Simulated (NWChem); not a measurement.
Molecule: SbF5; SMILES [F][Sb]([F])([F])([F])[F]

All runs: NWChem. Geometry: optimised at PBE0/def2-SVP. No frequency run checked for a minimum. def2 effective core potentials on Sb; no spin-orbit coupling. Level B3LYP/def2-SVP: single points from the atomic guess with DIIS by default; each run changes one setting, and all converged runs end within 0.3 mHa of each other. cgmin counts macro-iterations, each dearer than a DIIS step.

### Question
Which setting needs the most SCF iterations, or fails (occupation smearing of 0.005 Ha; defaults; DIIS on 20 Fock matrices; level shift of 0.5 Ha throughout; quadratically convergent solver (cgmin))?

### Answer
level shift of 0.5 Ha throughout, with 11 against 8 for the defaults.
| setting | SCF iterations |
|---|---|
| defaults | 8 |
| DIIS on 20 Fock matrices | 8 |
| occupation smearing of 0.005 Ha | 8 |
| level shift of 0.5 Ha throughout | 11 |
| quadratically convergent solver (cgmin) | 5 |
